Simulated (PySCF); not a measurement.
Job file and geometry (Å, from GFN2-xTB) of an NMR shielding run on SMILES C#CCP(/C=C\C)CC, C8H13P, PySCF 2.14.0, density-fitted response routines, GIAO PBE0/pcSseg-1 NMR shielding, non-relativistic, gas phase; density fitting, a coarse starting grid and PySCF grid level 2 are the driver's defaults:

```
{"job": {"kind": "nmr", "xc": "PBE0", "basis": "pcSseg-1"}, "charge": 0, "multiplicity": 1}
C      2.788681    -2.015694    -0.657126
C      2.182092    -1.675493     0.318671
C      1.422930    -1.250134     1.464783
P     -0.109654    -0.239295     1.060181
C      0.675113     0.953290    -0.075882
C      0.217950     2.178068    -0.300481
C     -0.997927     2.770273     0.323234
C     -0.825274    -1.378291    -0.236854
C     -2.040615    -0.751972    -0.904335
H      3.337696    -2.327852    -1.494636
H      1.086213    -2.123358     2.033713
H      2.046523    -0.632800     2.120121
H      1.572618     0.600622    -0.573239
H      0.747132     2.827079    -0.990945
H     -1.451162     2.062894     1.015398
H     -0.737926     3.683116     0.858909
H     -1.726200     3.035763    -0.443398
H     -0.053436    -1.612901    -0.975399
H     -1.110643    -2.304216     0.271318
H     -2.453339    -1.423453    -1.655440
H     -2.814862    -0.538760    -0.169546
H     -1.766320     0.182502    -1.390680
```

Problem. What does the program print?

Solution. 
```
coarse grid: 18376 points
cycle   1  E = -653.2420628895  dE =  9.606e-01  |g| = 5.130e-01  |ddm| = 4.335e+00
cycle   2  E = -653.2377132733  dE =  4.350e-03  |g| = 5.307e-01  |ddm| = 1.131e+00
cycle   3  E = -653.3107584638  dE = -7.305e-02  |g| = 7.592e-02  |ddm| = 5.890e-01
cycle   4  E = -653.3119254384  dE = -1.167e-03  |g| = 3.962e-02  |ddm| = 1.202e-01
cycle   5  E = -653.3122794554  dE = -3.540e-04  |g| = 1.474e-02  |ddm| = 3.860e-02
cycle   6  E = -653.3123269811  dE = -4.753e-05  |g| = 4.858e-03  |ddm| = 1.457e-02
cycle   7  E = -653.3123322249  dE = -5.244e-06  |g| = 1.647e-03  |ddm| = 4.620e-03
final grid: 171432 points
cycle   8  E = -653.3690893595  dE = -4.835e-05  |g| = 1.013e-02  |ddm| = 5.084e-02
cycle   9  E = -653.3690745285  dE =  1.483e-05  |g| = 1.270e-02  |ddm| = 1.971e-02
cycle  10  E = -653.3691145708  dE = -4.004e-05  |g| = 2.543e-03  |ddm| = 1.212e-02
cycle  11  E = -653.3691161979  dE = -1.627e-06  |g| = 4.184e-04  |ddm| = 2.287e-03
cycle  12  E = -653.3691162316  dE = -3.374e-08  |g| = 1.987e-04  |ddm| = 4.943e-04
cycle  13  E = -653.3691162406  dE = -8.964e-09  |g| = 6.073e-05  |ddm| = 1.904e-04
cycle  14  E = -653.3691162415  dE = -9.318e-10  |g| = 1.477e-05  |ddm| = 8.203e-05
converged SCF energy = -653.3691162415

GIAO shielding tensors (ppm)
atom      isotropic    diamagn.    paramagn.     s11        s22        s33       span
  0 C      109.154     257.952    -148.798     36.753     39.244    251.464    214.712
  1 C      102.055     264.718    -162.663      4.296     12.257    289.611    285.315
  2 C      167.972     254.180     -86.208    155.935    170.038    177.943     22.008
  3 P      392.959     968.594    -575.635    352.443    395.424    431.009     78.566
  4 C       49.845     265.300    -215.456    -54.444     56.940    147.038    201.482
  5 C       35.713     255.656    -219.944    -86.924     35.445    158.617    245.542
  6 C      164.331     250.359     -86.028    150.555    161.031    181.408     30.853
  7 C      161.097     254.224     -93.127    147.951    162.414    172.926     24.975
  8 C      175.393     248.059     -72.665    166.184    171.933    188.063     21.879
  9 H       30.091      34.626      -4.535     24.440     25.182     40.652     16.211
 10 H       29.268      29.134       0.133     23.717     27.763     36.323     12.606
 11 H       29.261      29.117       0.144     23.506     27.803     36.472     12.966
 12 H       25.030      35.550     -10.520     21.511     23.923     29.654      8.143
 13 H       24.875      31.990      -7.115     22.605     23.865     28.155      5.549
 14 H       28.840      31.718      -2.878     23.870     29.949     32.701      8.831
 15 H       29.873      27.717       2.156     26.037     26.919     36.663     10.625
 16 H       29.971      29.207       0.763     26.454     27.848     35.611      9.157
 17 H       29.564      34.210      -4.647     23.882     29.808     35.001     11.119
 18 H       30.450      32.667      -2.217     25.003     29.473     36.874     11.871
 19 H       30.372      29.086       1.286     25.035     27.459     38.623     13.588
 20 H       30.712      30.503       0.209     26.527     28.494     37.115     10.588
 21 H       30.821      32.606      -1.784     25.716     31.290     35.457      9.740
```

Size and cost of the density-fitted run: 225 basis functions, of the order of 120 core-seconds.
